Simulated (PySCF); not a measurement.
All values below come from B3LYP-D3(BJ)/def2-TZVP in PySCF. All species are isolated molecules in the gas phase. B3LYP has the VWN-RPA correlation part, as in Gaussian. Delta-SCF ions had no search for a lower state. Excitations are Tamm–Dancoff values on a coarser integration grid. The basis has no diffuse functions, so Rydberg states are missing or too high.

Reference species (SMILES): `NB(F)N` (neutral, multiplicity 1).

| Property | Value |
|---|---|
| brightest of the four lowest singlets (TDA) | 7.31 eV |
| HOMO–LUMO gap | 7.32 eV |
| vertical ionisation energy (Delta-SCF) | 9.54 eV |
| HOMO | -6.91 eV |

Changed species: `FB(N)F` (1 of 3 F replaced by NH2; the reference has 2 of 3 F replaced by NH2).

Task: Predict the effect on the brightest of the four lowest singlets (TDA), HOMO–LUMO gap, vertical ionisation energy (Delta-SCF) and HOMO.

Result: the brightest of the four lowest singlets (TDA) goes up by 2.42 eV, to 9.73 eV; the HOMO–LUMO gap increases by 1.34 eV, to 8.66 eV; the vertical ionisation energy (Delta-SCF) increases by 1.94 eV, to 11.48 eV; the HOMO falls by 1.50 eV, to -8.41 eV.
